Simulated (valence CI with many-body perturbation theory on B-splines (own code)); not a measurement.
# Sensitivity of CI+MBPT for Ba42+

Calculated by valence CI with perturbative core correlation (CI+MBPT): four valence electrons over a frozen Dirac-Fock core [Ne], radial functions for each j: 6 s, 6 p, 5 d, 3 f, 1 g, with the one-electron correlation potential Σ1, the two-electron term Σ2, the three-electron term Σ3, Breit, model QED; selected CI, second order for the rest, scaled by the run's own slope (own B-spline code, finite nucleus).

The last digits are not significant, and no measured levels were compared; by estimate large intervals hold to a few tenths of a per cent, small ones and those within an open d or f shell to about a per cent.

The reference run has the lowest level (3s^2 3p1/2^2) J=0 and an ionisation energy of 3267.57 eV. Its largest variational space holds 9998 state functions.

Levels are named by their leading jj configuration (3d3/2^4 stands for four electrons in 3d with j = 3/2), which in mixed levels can hold well under half, so a name can repeat and another be missing. Letters in brackets count levels of one name in rising energy.

Changed runs:
A. averaging of valence orbitals over low configurations on → off; highest l with Σ1, explicit Σ2 and valence Breit (higher l get mean screening factors) 3 → 0
B. lowest core n in screening and Σ2 1 → 4
C. highest l in the core sums 6 → 3
D. scale of Σ1 1 → 3 (bad on purpose)

Excitation energies of the reference run in cm⁻¹, and shifts in cm⁻¹:

```csv
Level,Reference,A,C,D
(3s^2 3p1/2 3p3/2) J=1,713941,-1177,+20,+1423
(3s^2 3p1/2 3p3/2) J=2,768177,+607,+18,+1436
(3s^2 3p3/2^2) J=2,1521290,-1363,+39,+2839
(3s 3p1/2^2 3p3/2) J=2,1585220,-4084,-38,-2100
(3s^2 3p3/2^2) J=0,1639020,-2459,+33,+2851
(3s 3p1/2^2 3p3/2) J=1,1752430,-2831,-196,-2065
(3s^2 3p1/2 3d3/2) J=2,1957590,+1556,-1472,-1813
(3s^2 3p1/2 3d5/2) J=2,2162160,-3394,-792,-623
(3s^2 3p1/2 3d3/2) J=1,2185790,+4374,-1275,-1854
(3s^2 3p1/2 3d5/2) J=3,2206660,+874,-1189,-534
(3s 3p1/2 3p3/2^2) J=2 [a],2356000,-1092,-631,-714
(3s 3p1/2 3p3/2^2) J=3,2400400,-1146,-342,-644
Ionisation energy (eV),3267.57,+3.50,+0.031,+2.04
```

Run B: It gave no result: the setting left no core shell for the response of the core. The program said: "need at least one array to concatenate".
